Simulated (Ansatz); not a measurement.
Steps of a relaxation of C₂H₃BOS (`BC(=O)C=S`) with RKS PBE0-D4/def2-TZVP.

```sh
$ ansatz run in.yaml --threads 2 --pin off --events-out ev --progress --plain --max-ram 4352MiB
```

```yaml
crystal:
  periodic: [false, false, false]
  atoms:
    - {symbol: B, position_ang: [0.573041, 1.142088, 0.646490]}
    - {symbol: C, position_ang: [-0.121423, -0.142491, 0.132377]}
    - {symbol: O, position_ang: [0.037353, -0.367915, 1.359690]}
    - {symbol: C, position_ang: [-0.657603, -0.995437, -0.916528]}
    - {symbol: S, position_ang: [0.101102, -2.391948, -1.302778]}
    - {symbol: H, position_ang: [1.782113, 1.190824, 0.558543]}
    - {symbol: H, position_ang: [-0.129883, 2.075253, 0.979803]}
    - {symbol: H, position_ang: [-1.492599, -0.567273, -1.513397]}
basis:
  gaussian: {orbitals: def2-TZVP}
hamiltonian: {xc: pbe0, dispersion: d4}
relax: {f_tol: 0.005, max_steps: 150}
```

Positions (Å) and forces (eV/Å) along the path, 12 of 12 steps:

```xyz
8
step=1 energy=-15671.9562 eV
B     0.573    1.142    0.646   -0.018    0.012    0.040
C    -0.121   -0.142    0.132    0.296    0.005    1.031
O     0.037   -0.368    1.360   -0.175    0.282   -1.309
C    -0.658   -0.995   -0.917    0.171   -0.557   -0.289
S     0.101   -2.392   -1.303   -0.554    0.969    0.248
H     1.782    1.191    0.559   -0.505   -0.029    0.049
H    -0.130    2.075    0.980    0.298   -0.401   -0.132
H    -1.493   -0.567   -1.513    0.486   -0.280    0.362
8
step=2 energy=-15672.0035 eV
B     0.572    1.142    0.641   -0.031   -0.066    0.036
C    -0.111   -0.137    0.125    0.136    0.136    0.359
O     0.031   -0.363    1.340   -0.052    0.088   -0.453
C    -0.648   -0.989   -0.917    0.118   -0.458   -0.098
S     0.091   -2.380   -1.298   -0.263    0.484    0.100
H     1.767    1.188    0.570   -0.141   -0.006    0.016
H    -0.123    2.059    0.975    0.082   -0.112   -0.054
H    -1.487   -0.577   -1.491    0.151   -0.065    0.093
8
step=3 energy=-15672.0090 eV
B     0.571    1.138    0.639   -0.017   -0.059    0.010
C    -0.109   -0.138    0.128   -0.016    0.030   -0.025
O     0.033   -0.361    1.336    0.016    0.030    0.104
C    -0.656   -0.997   -0.901    0.144    0.042   -0.161
S     0.091   -2.361   -1.306   -0.034   -0.052    0.027
H     1.759    1.183    0.575    0.027    0.004   -0.003
H    -0.122    2.052    0.958   -0.020    0.024    0.018
H    -1.475   -0.573   -1.484   -0.101   -0.019    0.029
8
step=4 energy=-15672.0116 eV
B     0.573    1.140    0.642   -0.011   -0.041    0.009
C    -0.102   -0.132    0.120    0.031    0.100   -0.128
O     0.030   -0.360    1.328   -0.003   -0.012    0.097
C    -0.641   -0.988   -0.917   -0.072   -0.078    0.046
S     0.083   -2.368   -1.302    0.039   -0.046   -0.035
H     1.761    1.185    0.586    0.035    0.007    0.003
H    -0.122    2.053    0.960   -0.021    0.029    0.017
H    -1.490   -0.586   -1.474    0.003    0.041   -0.008
8
step=5 energy=-15672.0121 eV
B     0.575    1.140    0.644    0.005   -0.004    0.040
C    -0.099   -0.127    0.114   -0.011   -0.055   -0.071
O     0.026   -0.352    1.325   -0.012    0.005    0.011
C    -0.641   -0.991   -0.918   -0.024   -0.030    0.071
S     0.087   -2.368   -1.310    0.034   -0.030   -0.020
H     1.762    1.180    0.596    0.066    0.024   -0.008
H    -0.120    2.054    0.957   -0.028    0.050    0.013
H    -1.497   -0.594   -1.464   -0.031    0.041   -0.036
8
step=6 energy=-15672.0128 eV
B     0.575    1.139    0.645    0.008    0.006    0.027
C    -0.100   -0.129    0.114   -0.017   -0.057   -0.007
O     0.024   -0.351    1.327    0.002    0.024   -0.032
C    -0.644   -0.995   -0.915    0.012   -0.009    0.004
S     0.088   -2.369   -1.312   -0.007    0.017    0.007
H     1.764    1.182    0.594    0.011    0.008    0.002
H    -0.120    2.056    0.958   -0.003    0.007    0.000
H    -1.496   -0.591   -1.467   -0.005    0.003    0.000
8
step=7 energy=-15672.0129 eV
B     0.576    1.139    0.646    0.008    0.007    0.021
C    -0.100   -0.129    0.112   -0.013   -0.045   -0.013
O     0.024   -0.350    1.325    0.005    0.021   -0.015
C    -0.644   -0.996   -0.915    0.006    0.012    0.001
S     0.088   -2.369   -1.314   -0.003    0.008    0.006
H     1.765    1.183    0.597   -0.002    0.002    0.000
H    -0.120    2.057    0.957    0.000   -0.001   -0.003
H    -1.498   -0.593   -1.465   -0.002   -0.003    0.002
8
step=8 energy=-15672.0130 eV
B     0.577    1.138    0.649    0.003    0.002    0.007
C    -0.099   -0.129    0.109   -0.007   -0.022   -0.018
O     0.023   -0.346    1.323    0.006    0.011    0.007
C    -0.645   -0.997   -0.916   -0.002    0.027    0.005
S     0.089   -2.369   -1.316    0.004   -0.004    0.001
H     1.767    1.184    0.602   -0.008   -0.003    0.000
H    -0.119    2.057    0.955    0.002   -0.006   -0.002
H    -1.502   -0.596   -1.462    0.002   -0.005    0.001
8
step=9 energy=-15672.0130 eV
B     0.577    1.138    0.650    0.001   -0.001    0.003
C    -0.098   -0.129    0.108   -0.005   -0.007   -0.012
O     0.023   -0.344    1.322    0.003    0.004    0.009
C    -0.645   -0.997   -0.916   -0.002    0.019    0.003
S     0.089   -2.369   -1.316    0.004   -0.005   -0.001
H     1.767    1.183    0.604   -0.005   -0.002   -0.001
H    -0.119    2.057    0.954    0.002   -0.003   -0.002
H    -1.503   -0.597   -1.461    0.002   -0.004    0.001
8
step=10 energy=-15672.0130 eV
B     0.578    1.137    0.651    0.000    0.000   -0.007
C    -0.099   -0.128    0.107   -0.003   -0.001    0.002
O     0.023   -0.343    1.322    0.001    0.003   -0.001
C    -0.645   -0.997   -0.916    0.000    0.000    0.004
S     0.091   -2.367   -1.317    0.001    0.002   -0.001
H     1.767    1.182    0.604    0.000   -0.001    0.002
H    -0.119    2.057    0.953    0.001   -0.001    0.003
H    -1.505   -0.598   -1.460    0.001   -0.001   -0.001
8
step=11 energy=-15672.0130 eV
B     0.578    1.137    0.650    0.002    0.001    0.003
C    -0.099   -0.128    0.107   -0.001    0.000    0.008
O     0.022   -0.341    1.322   -0.003   -0.003   -0.004
C    -0.646   -0.997   -0.916    0.003   -0.003   -0.004
S     0.093   -2.366   -1.317    0.000    0.000    0.000
H     1.767    1.180    0.604    0.003    0.001   -0.003
H    -0.118    2.057    0.953   -0.001    0.003   -0.001
H    -1.505   -0.599   -1.460   -0.003    0.000    0.000
8
step=12 energy=-15672.0131 eV
B     0.578    1.137    0.650    0.000   -0.001    0.001
C    -0.100   -0.128    0.108    0.000    0.002    0.002
O     0.022   -0.342    1.323   -0.001   -0.001    0.000
C    -0.645   -0.997   -0.916   -0.001   -0.003    0.000
S     0.093   -2.366   -1.317    0.001    0.000   -0.001
H     1.767    1.180    0.603    0.001    0.000   -0.001
H    -0.118    2.057    0.954    0.000    0.001    0.000
H    -1.505   -0.599   -1.460   -0.001    0.001    0.000
```

Hardware: 2 threads of an AMD EPYC 7B13 on a shared host. Wall time 44 s, peak host memory 0.43 GiB.
